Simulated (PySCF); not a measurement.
TaO₂Cl, SMILES [O]=[Ta](=[O])[Cl], multiplicity 1. The structure is a stationary point at PBE0-D3(BJ)/def2-SVP. The spin state was assumed, not searched. The def2 effective core potentials stand for the cores of Ta; spin–orbit coupling is left out.

Computed equilibrium geometry at PBE0-D3(BJ)/def2-SVP (PySCF confirms it by a frequency run) as Cartesian coordinates in Å, and its point group:
point group Cs.
```xyz
4

Ta     0.2647    -0.1746     0.0000
O      0.9506     0.6135     1.3725
O      0.9506     0.6135    -1.3725
Cl    -2.0315     0.1725     0.0000
```
Charge 0, spin multiplicity 1.
